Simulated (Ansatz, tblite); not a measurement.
Cost and result up the ladder for the cluster SnS2 (3 atoms). The state is a singlet with charge 0. Geometry: r2SCAN-D4/def2-TZVP.

```xyz
3

Sn   -0.054   -1.316    0.562
S    -0.071    1.085    0.709
S     0.125    0.231   -1.271
```

Ansatz on 4 threads of Arm Neoverse V2 on a shared host; xTB runs through tblite on one thread. Times are rough, summed over both states, and most runs start from the orbitals of an earlier one. CCSD(T)/def2-TZVPP serves as the yardstick here, not as an exact answer. Differences are given only for rows in sets of like size (and for xTB, whose basis is part of the method), since another set adds its own error. The other state is a quintet at its own geometry.

In the def2 sets Sn takes a core potential, while STO-3G treats all electrons; there is no spin–orbit coupling. The xTB rows come from tblite. LC-ωPBE has ω = 0.4 bohr⁻¹. HSE06 is defined as in plane-wave codes, on full-range PBE exchange. Correlated methods freeze 14 core orbitals; core or outer-core shells of Sn are correlated, in sets that lack core-valence functions. The structure comes from a short search, and lower isomers may exist.

Correlated methods converge slowly with the basis.

xTB has no spin-polarisation term.

```
                            level  functions  wall time
                         GFN1-xTB         27    0.004 s
                         GFN2-xTB         27    0.005 s
                        HF/STO-3G         45     0.75 s
                 PBE-D4/def2-TZVP        124      2.1 s
                BLYP-D4/def2-TZVP        124      2.1 s
                    MP2/def2-TZVP        124      2.2 s
                RPA@PBE/def2-TZVP        124      3.7 s
                LC-ωPBE/def2-TZVP        124      4.5 s
               HSE06-D4/def2-TZVP        124      4.8 s
                 B2PLYP/def2-TZVP        124      4.8 s
           CAM-B3LYP-D4/def2-TZVP        124      5.3 s
r2SCAN-D4/def2-TZVP (with forces)        124      9.4 s
               CCSD(T)/def2-TZVPP        134       16 s
```

(1) Estimate what each level gives for the quintet − singlet (eV).

Answers

(1) 
| level | quintet − singlet (eV) | difference from CCSD(T)/def2-TZVPP (eV) |
| --- | --- | --- |
| GFN1-xTB | 6.26 | 1.56 |
| GFN2-xTB | 5.04 | 0.35 |
| HF/STO-3G | 3.31 | – |
| PBE-D4/def2-TZVP | 4.27 | -0.42 |
| BLYP-D4/def2-TZVP | 4.06 | -0.64 |
| MP2/def2-TZVP | 5.02 | 0.32 |
| RPA@PBE/def2-TZVP | 4.11 | -0.59 |
| LC-ωPBE/def2-TZVP | 4.46 | -0.24 |
| HSE06-D4/def2-TZVP | 4.43 | -0.26 |
| B2PLYP/def2-TZVP | 4.59 | -0.11 |
| CAM-B3LYP-D4/def2-TZVP | 4.39 | -0.30 |
| r2SCAN-D4/def2-TZVP (with forces) | 4.23 | -0.46 |
| CCSD(T)/def2-TZVPP | 4.70 | 0.00 |
